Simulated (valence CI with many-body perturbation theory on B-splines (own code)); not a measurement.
E1 transitions of Mn⁴⁺

Calculated by configuration interaction combined with many-body perturbation theory (CI+MBPT): three valence electrons over a frozen Dirac-Fock core [Ar], a basis of 7 s, 7 p, 8 d, 6 f, 4 g, 1 h functions for each j, with the one-electron correlation potential Σ1 (screened to all orders), the two-electron term Σ2, the three-electron term Σ3, Breit, model QED; selected single and double excitations, second order for the rest, scaled by the run's own slope (own B-spline code, finite nucleus).

Against 67 measured levels this calculation errs by 1039 cm⁻¹ on average and by 1766 at most. These come from a selection out of Corliss and Sugar, J. Phys. Chem. Ref. Data 6, 1253 (1977). Levels without a partner in it may be off by more, other configurations by 1,000 to 8,000 cm⁻¹. The list stops below the first excitations out of the core.

Lines 351 to 400 of 562 in falling wavelength, among levels below 36.943 eV, chosen from the strongest by gf and those to the six lowest levels. Wavelengths and rates use the calculated energies, so an error of 1000 cm⁻¹ moves a line at 43.28 nm by 0.43 % and its rate by three times that or more. Electric multipoles are in the length gauge, E1 and E2 with the static RPA response of the core. Weak lines are less certain than strong ones. Lines between different terms over intervals too small for the method are left out, as are lines whose strength nearly cancels. The highest levels of a list are the least certain.

Names give the largest LS component (configuration and term), which can be under half, so a name can repeat, a term be missing and a line seem to break the LS rules; names also repeat where a configuration has a term twice. Letters in brackets count levels of one name in rising energy.

| λ vac (nm) | λ from measured levels | Upper | Lower | A (s⁻¹) | log gf | Branch % |
| --- | --- | --- | --- | --- | --- | --- |
| 43.28 | 43.00 | 3d2 4p 2G°_7/2 [a] | 3d3 2G_9/2 | 2.82e+08 | -1.20 | 3.9 |
| 43.23 | 43.01 | 3d2 4p 2P°_3/2 [b] | 3d3 2F_5/2 | 1.01e+08 | -1.95 | 1.4 |
| 43.22 | 42.95 | 3d2 4p 4S°_3/2 | 3d3 2D_5/2 [a] | 1.63e+08 | -1.74 | 1.8 |
| 43.18 | 42.90 | 3d2 4p 2G°_7/2 [a] | 3d3 2G_7/2 | 2.43e+09 | -0.27 | 33.7 |
| 43.14 | 42.86 | 3d2 4p 2G°_9/2 [a] | 3d3 2G_9/2 | 2.34e+09 | -0.19 | 32.3 |
| 43.04 | 42.77 | 3d2 4p 2G°_9/2 [a] | 3d3 2G_7/2 | 6.24e+07 | -1.76 | 0.9 |
| 42.94 | 42.66 | 3d2 4p 2P°_3/2 [a] | 3d3 2D_5/2 [a] | 1.87e+09 | -0.68 | 26.8 |
| 42.93 | 42.67 | 3d2 4p 4S°_3/2 | 3d3 2P_1/2 | 4.97e+07 | -2.26 | 0.6 |
| 42.90 | 42.64 | 3d2 4p 4S°_3/2 | 3d3 2P_3/2 | 1.94e+08 | -1.67 | 2.2 |
| 42.88 | 42.57 | 3d2 4p 2F°_5/2 [b] | 3d3 2D_3/2 [a] | 6.20e+07 | -1.99 | 0.9 |
| 42.88 | 42.56 | 3d2 4p 2F°_5/2 [b] | 3d3 2D_5/2 [a] | 9.09e+07 | -1.82 | 1.3 |
| 42.77 | 42.49 | 3d2 4p 2P°_1/2 [a] | 3d3 2D_3/2 [a] | 4.16e+09 | -0.64 | 60.9 |
| 42.71 | 42.39 | 3d2 4p 2F°_7/2 [c] | 3d3 2F_5/2 | 7.65e+07 | -1.78 | 1.3 |
| 42.67 | 42.36 | 3d2 4p 2F°_7/2 [b] | 3d3 2D_5/2 [a] | 7.53e+07 | -1.78 | 1.1 |
| 42.66 | 42.34 | 3d2 4p 2F°_7/2 [c] | 3d3 2F_7/2 | 2.49e+09 | -0.27 | 43.0 |
| 42.66 | 42.38 | 3d2 4p 2P°_3/2 [a] | 3d3 2P_1/2 | 6.86e+08 | -1.13 | 9.8 |
| 42.63 | 42.35 | 3d2 4p 2P°_3/2 [a] | 3d3 2P_3/2 | 2.90e+09 | -0.50 | 41.5 |
| 42.63 | 42.41 | 3d2 4p 4D°_1/2 [b] | 3d3 2D_3/2 [a] | 6.29e+07 | -2.46 | 1.9 |
| 42.57 | 42.35 | 3d2 4p 4D°_3/2 [b] | 3d3 2D_3/2 [a] | 1.44e+08 | -1.80 | 4.2 |
| 42.57 | 42.25 | 3d2 4p 2F°_5/2 [c] | 3d3 2F_5/2 | 2.43e+09 | -0.40 | 41.5 |
| 42.56 | 42.25 | 3d2 4p 2F°_5/2 [b] | 3d3 2P_3/2 | 5.16e+07 | -2.08 | 0.7 |
| 42.56 | 42.34 | 3d2 4p 4D°_3/2 [b] | 3d3 2D_5/2 [a] | 1.15e+08 | -1.90 | 3.3 |
| 42.52 | 42.20 | 3d2 4p 2F°_5/2 [c] | 3d3 2F_7/2 | 8.88e+07 | -1.84 | 1.5 |
| 42.48 | 42.20 | 3d2 4p 2P°_1/2 [a] | 3d3 2P_1/2 | 1.84e+09 | -1.00 | 26.9 |
| 42.48 | 42.43 | 3d2 4p 2F°_7/2 [b] | 3d3 2H_9/2 | 2.23e+07 | -2.32 | 0.3 |
| 42.45 | 42.22 | 3d2 4p 4D°_5/2 [b] | 3d3 2D_5/2 [a] | 2.92e+08 | -1.32 | 8.1 |
| 42.36 | 42.14 | 3d2 4p 2S°_1/2 | 3d3 4P_3/2 | 1.00e+08 | -2.27 | 2.4 |
| 42.36 | 42.09 | 3d2 4p 2D°_3/2 [b] | 3d3 2D_3/2 [a] | 2.16e+09 | -0.63 | 46.2 |
| 42.35 | 42.08 | 3d2 4p 2D°_3/2 [b] | 3d3 2D_5/2 [a] | 9.74e+08 | -0.98 | 20.9 |
| 42.34 | 42.11 | 3d2 4p 2S°_1/2 | 3d3 4P_1/2 | 1.82e+07 | -3.01 | 0.4 |
| 42.25 | 42.03 | 3d2 4p 4D°_7/2 [b] | 3d3 2D_5/2 [a] | 1.65e+07 | -2.45 | 0.5 |
| 42.25 | 41.98 | 3d2 4p 2D°_5/2 [b] | 3d3 2D_5/2 [a] | 2.55e+09 | -0.39 | 54.4 |
| 42.08 | 41.81 | 3d2 4p 2D°_3/2 [b] | 3d3 2P_1/2 | 1.11e+08 | -1.93 | 2.4 |
| 42.05 | 41.78 | 3d2 4p 2D°_3/2 [b] | 3d3 2P_3/2 | 1.61e+08 | -1.77 | 3.5 |
| 41.94 | 41.68 | 3d2 4p 2D°_5/2 [b] | 3d3 2P_3/2 | 4.16e+08 | -1.18 | 8.9 |
| 41.89 | 41.71 | 3d2 4p 4P°_1/2 | 3d3 2D_3/2 [a] | 7.31e+07 | -2.41 | 2.0 |
| 41.85 | 41.60 | 3d2 4p 4S°_3/2 | 3d3 4P_5/2 | 3.56e+09 | -0.43 | 39.8 |
| 41.77 | 41.52 | 3d2 4p 4S°_3/2 | 3d3 4P_3/2 | 2.74e+09 | -0.54 | 30.6 |
| 41.76 | 41.60 | 3d2 4p 2G°_9/2 [b] | 3d3 2H_11/2 | 5.64e+09 | 0.17 | 66.4 |
| 41.74 | 41.49 | 3d2 4p 4S°_3/2 | 3d3 4P_1/2 | 1.50e+09 | -0.80 | 16.8 |
| 41.73 | 41.48 | 3d2 4p 4G°_5/2 | 3d3 4F_7/2 | 7.72e+06 | -2.92 | 0.5 |
| 41.73 | 41.56 | 3d2 4p 2G°_7/2 [b] | 3d3 2H_9/2 | 6.02e+09 | 0.10 | 70.5 |
| 41.70 | 41.54 | 3d2 4p 2G°_9/2 [b] | 3d3 2H_9/2 | 1.45e+08 | -1.42 | 1.7 |
| 41.70 | 41.52 | 3d2 4p 4P°_5/2 | 3d3 2D_5/2 [a] | 1.61e+08 | -1.60 | 4.3 |
| 41.69 | 41.43 | 3d2 4p 4G°_7/2 | 3d3 4F_9/2 | 1.55e+07 | -2.49 | 1.0 |
| 41.65 | 41.40 | 3d2 4p 4G°_5/2 | 3d3 4F_5/2 | 2.37e+06 | -3.43 | 0.2 |
| 41.59 | 41.34 | 3d2 4p 4G°_5/2 | 3d3 4F_3/2 | 6.28e+08 | -1.01 | 41.2 |
| 41.59 | 41.32 | 3d2 4p 2P°_3/2 [a] | 3d3 4P_5/2 | 4.69e+08 | -1.31 | 6.7 |
| 41.59 | 41.41 | 3d2 4p 4P°_1/2 | 3d3 2P_3/2 | 5.39e+07 | -2.55 | 1.5 |
| 41.59 | 41.33 | 3d2 4p 4G°_7/2 | 3d3 4F_7/2 | 1.19e+07 | -2.61 | 0.8 |

(1) How does gf follow from A for the line at 42.71 nm?

Answers

(1) gf = 1.4992 × (2J+1)_upper × A / σ², with σ = 234133 cm⁻¹ and 2J+1 = 8: gf = 0.0167.
